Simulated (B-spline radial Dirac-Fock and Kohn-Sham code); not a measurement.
Isotope-shift constants of the inner levels of Er³⁺

System: erbium as Er³⁺, [Xe] 4f11.

These are calculated numbers from a radial atomic solver; the model is first-order field-shift and mass-shift constants from Dirac-Fock ground and hole states with a Fermi nucleus; the mass shift has no relativistic recoil terms. A binding energy shifts by δE = F·δ⟨r²⟩ + (K_N + K_S)·δ(1/M); F is taken for a change of radius at fixed skin thickness and so holds the higher radial moments.

```
     level  F (meV/fm²)
    K (1s)       -471.0
   L1 (2s)       -63.37
L2 (2p1/2)       0.1272
L3 (2p3/2)        2.831
   M1 (3s)       -13.89
M2 (3p1/2)      0.06202
M3 (3p3/2)       0.7441
M4 (3d3/2)       0.6850
M5 (3d5/2)       0.6563
```

The mass shift is not given and not included below: at this Z its relativistic corrections are large. It matters little for K lines but can be comparable with the field shift of L lines.

Field shifts alone in meV from A = 166 (mass 165.9303 u, rms radius 5.2516 fm); radii from Angeli and Marinova (2013).

```
  A  mass (u)  radius (fm)     Kα1     Kα2     Kβ1   Lα1
150  149.9379       5.0548  +961.2  +955.7  +956.9  -4.4
152  151.9351       5.0843  +819.4  +814.7  +815.8  -3.8
154  153.9328       5.1129  +681.2  +677.3  +678.2  -3.1
156  155.9311       5.1429  +535.4  +532.4  +533.1  -2.5
160  159.9291       5.2045  +233.4  +232.0  +232.3  -1.1
162  161.9288       5.2246  +134.0  +133.3  +133.4  -0.6
164  163.9292       5.2389   +63.1   +62.8   +62.9  -0.3
167  166.9321        5.256       ?       ?       ?     ?
168  167.9324       5.2644   -63.8   -63.4   -63.5  +0.3
170  169.9355       5.2789  -136.2  -135.5  -135.6  +0.6
```

Problem. What are the shifts for A = 167?

Solution. Kα1 -21.9 meV; Kα2 -21.8 meV; Kβ1 -21.8 meV; Lα1 +0.1 meV.
